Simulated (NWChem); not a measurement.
# Basis-set dependence for trichloroethylene (C2HCl3)

```
C
C 1 1.3397
H 2 1.0909 1 120.43
Cl 2 1.7090 3 115.95 1 180.00
Cl 1 1.7113 2 123.65 3 180.00
Cl 1 1.7211 2 120.39 3 0.00
```
Charge 0, spin multiplicity 1.

Program: NWChem. All single points use one geometry, from PBE0/def2-SVP, a minimum by its harmonic frequencies.

Hartree-Fock energies in Ha, correlation energies in mHa.

The correlated methods keep 17 core orbitals frozen. The Pople sets run with spherical d functions.

```json
[
 {"basis": "cc-pVDZ", "functions": "87", "RHF": "-1454.78804", "MP2": "-672.5", "SCS-MP2": "-648.2"},
 {"basis": "6-311G**", "functions": "120", "RHF": "-1454.80655", "MP2": "-694.4", "SCS-MP2": "-672.5"}
]
```

From cc-pVDZ to 6-311G** the Hartree-Fock energy moves by -18.5 mHa and the MP2 correlation energy by -21.9 mHa, which is 3 % of its value in the larger set.
